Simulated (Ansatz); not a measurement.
`OC[SiH](F)CF` + H–F → `OC[SiH](F)F` + `CF`  (ligand exchange at the Si–C bond)

Isolated molecules relaxed with PBE0-D4/def2-TZVP in Ansatz; ΔE leaves out vibrations. CCSD(T)/CBS adds triple-zeta CCSD(T) − MP2 to the extrapolated MP2 energy (def2 sets, frozen cores). This one scheme is used for every species. DFT in def2-TZVPP. Each species was taken in one conformer, which may not be the lowest.

`OC[SiH](F)CF`:

Z-matrix (Å, degrees):
```
C
Si 1 1.875
O 1 1.424 2 110.3
H 1 1.094 2 109.4 3 -117.1
H 1 1.099 2 112.0 3 125.3
C 2 1.885 1 110.7 3 63.2
F 2 1.610 1 106.4 3 -52.6
H 2 1.485 1 113.1 3 -171.7
H 3 0.961 1 108.3 2 62.2
F 6 1.396 2 107.6 1 67.9
H 6 1.095 2 111.4 1 -50.6
H 6 1.094 2 112.7 1 -172.6
```

H–F:

Cartesian coordinates in Å:
```
F 0.171 0.359 0.230
H -0.171 -0.359 -0.230
```

`OC[SiH](F)F`:

```xyz
9

O     1.042   -0.744   -1.195
C    -0.246   -0.596   -0.617
Si   -0.288    0.729    0.698
F    -0.076    2.169    0.068
F     0.957    0.457    1.655
H     1.679   -0.903   -0.492
H    -0.623   -1.545   -0.204
H    -0.928   -0.328   -1.430
H    -1.517    0.761    1.519
```

`CF`:

```xyz
5

C    -0.005    0.055    0.026
F     0.117   -1.188   -0.552
H    -1.039    0.199    0.347
H     0.265    0.818   -0.708
H     0.663    0.116    0.887
```

| level | ΔE (kJ/mol) |
| --- | --- |
| r2SCAN | -171.5 |
| SCS-MP2/def2-TZVPP | -173.9 |

(1) What does CCSD(T)/CBS give? (An estimate is asked.)

Largest T1 diagnostic among the species: 0.011.

Answers

(1) Computed: -166.3 kJ/mol. The listed levels differ from it by -5.2, -7.6 kJ/mol.

The D4 term adds +6.9 kJ/mol with B3LYP and +4.0 kJ/mol with PBE0; it sums over pairs of atoms, weighted by their polarisabilities, and B3LYP, whose exchange is more repulsive, gets the larger term. From PBE to PBE0 (25 % exact exchange), in def2-TZVPP and without D4, ΔE moves by −4.6 kJ/mol. In def2-TZVPP, CCSD(T) changes the Hartree–Fock value by +25.8 kJ/mol (the triples alone add +3.3 kJ/mol) and MP2 by +24.3 kJ/mol.

B3LYP here is the variant with VWN-RPA as its local correlation; programs differ in this.
